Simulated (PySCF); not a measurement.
**Field gradients at the hydrogen positions**

Species: C7H15FSi.
Numbering: `[CH3:1][CH2:2][CH2:3]/[C:4]([CH3:5])=[C:6](/[SiH3:7])[CH2:8][F:9]` (hydrogens: H10, H11, H12 on C1; H13, H14 on C2; H15, H16 on C3; H17, H18, H19 on C5; H20, H21, H22 on Si7; H23, H24 on C8)

Cartesian coordinates in Å at the GFN2-xTB level; atoms count from 1:
```
atom  x, y, z in Å
C1    -3.266   -0.445    0.513
C2    -1.861    0.144    0.539
C3    -1.011   -0.375   -0.628
C4     0.370    0.233   -0.623
C5     0.492    1.414   -1.537
C6     1.386   -0.199    0.129
Si7    3.110    0.593    0.163
C8     1.253   -1.382    1.042
F9     2.382   -2.175    0.979
H10   -3.228   -1.529    0.594
H11   -3.857   -0.059    1.340
H12   -3.770   -0.189   -0.416
H13   -1.372   -0.108    1.482
H14   -1.923    1.233    0.480
H15   -0.961   -1.465   -0.574
H16   -1.510   -0.117   -1.564
H17    1.447    1.918   -1.430
H18   -0.309    2.125   -1.337
H19    0.390    1.086   -2.572
H20    3.747    0.442   -1.148
H21    3.919   -0.041    1.198
H22    2.977    2.019    0.494
H23    1.168   -1.062    2.089
H24    0.415   -2.040    0.795
```

Level: PBE0/pcSseg-1 (PySCF, non-relativistic); Q(2H) = 0.00286 b; rigid geometry, the same for H and D, with no vibrational averaging.

Question: Rank these positions by the coupling χzz of a deuteron there, largest first.
A. H22 (Si–H hydrogen)
B. H24 (methylene hydrogen)
C. H21 (Si–H hydrogen)
D. H16 (methylene hydrogen)
E. H23 (methylene hydrogen)
F. H10 (methyl hydrogen)

Answer: F (211 kHz), D (202 kHz), B (196 kHz), E (192 kHz), C (111 kHz), A (107 kHz).

Q: What are Vzz, η and χzz (234.96 MHz × Q × Vzz) at all hydrogens?

A: 
| atom | bonded to | bond length (Å) | Vzz (au) | η | χzz (kHz) |
| --- | --- | --- | --- | --- | --- |
| H10 | C1 | 1.088 | 0.3144 | 0.02 | 211 |
| H11 | C1 | 1.087 | 0.3162 | 0.02 | 212 |
| H12 | C1 | 1.088 | 0.3143 | 0.02 | 211 |
| H13 | C2 | 1.092 | 0.3040 | 0.03 | 204 |
| H14 | C2 | 1.092 | 0.3033 | 0.03 | 204 |
| H15 | C3 | 1.092 | 0.3039 | 0.01 | 204 |
| H16 | C3 | 1.092 | 0.3010 | 0.03 | 202 |
| H17 | C5 | 1.085 | 0.3170 | 0.06 | 213 |
| H18 | C5 | 1.090 | 0.3106 | 0.03 | 209 |
| H19 | C5 | 1.090 | 0.3098 | 0.02 | 208 |
| H20 | Si7 | 1.465 | 0.1631 | 0.01 | 110 |
| H21 | Si7 | 1.460 | 0.1651 | 0.03 | 111 |
| H22 | Si7 | 1.470 | 0.1590 | 0.02 | 107 |
| H23 | C8 | 1.097 | 0.2850 | 0.06 | 192 |
| H24 | C8 | 1.094 | 0.2923 | 0.07 | 196 |

Q: Average by the element that carries the hydrogen.

A: on C: 206 kHz over 12 positions, mean bond length 1.091 Å; on Si: 109 kHz over 3 positions, mean bond length 1.465 Å.

Q: How does χzz go with the bond length over the 12 C–H bonds?

A: A straight-line fit has a slope of -18.9 kHz for each 0.01 Å, with a correlation coefficient of -0.96, over lengths from 1.085 to 1.097 Å. The longer bonds have the smaller couplings here.

Isolated species at its GFN2-xTB geometry (one conformer only). GFN2-xTB bond lengths can be off by several hundredths of an ångström, more for odd bonds, and the gradients follow them. With a basis this small, the couplings can be 20 % off.

These values come from a run that also computed NMR shieldings. Hardware: Arm Neoverse N1, one thread, shared host. Cost: 1.9 min wall (with the writing of density and orbital grids), 1.1 GiB resident at most.
